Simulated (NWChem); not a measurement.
Molecule: SiH$_{3}$I; SMILES [SiH3]I

Computed with NWChem. Medium grid unless said otherwise, to which SCAN and Minnesota functionals are sensitive. The geometry was optimised at PBE0/def2-SVP. def2 effective core potentials on I; no spin-orbit coupling. Hybrids' shares of exact exchange are those that their runs print; pure functionals count as 0. The functionals differ in more than this share.

| row | share of exact exchange | orbital gap (eV) |
|---|---|---|
| LDA (Slater exchange, VWN5)/def2-TZVPD | 0.00 | 4.77 |
| PBE/def2-TZVPD | 0.00 | 4.85 |
| B3LYP/def2-TZVPD | 0.20 | 6.31 |
| PBE0/def2-TZVPD | 0.25 | 6.77 |
| M06-2X/def2-TZVPD | 0.54 | 8.52 |
| Hartree-Fock/def2-TZVPD | 1.00 | withheld |

**Question.** Fit a straight line of the last column on the one before it, predict the withheld value, and compare with the run.

**Answer.** 
1. Means of the 5 shown rows: x = 0.198, y = 6.244. Slope Σ(x − x̄)(y − ȳ)/Σ(x − x̄)² = 1.374/0.1981 = 6.935; intercept 4.871.
2. The shown rows scatter about the line by 0.100 (root mean square); the largest residual is +0.17, at PBE0/def2-TZVPD.
3. At x = 1.00 (Hartree-Fock/def2-TZVPD; beyond the shown range) the line gives 11.81.
4. The run gives 11.46, -0.35 from the line, 3.5 times the scatter.
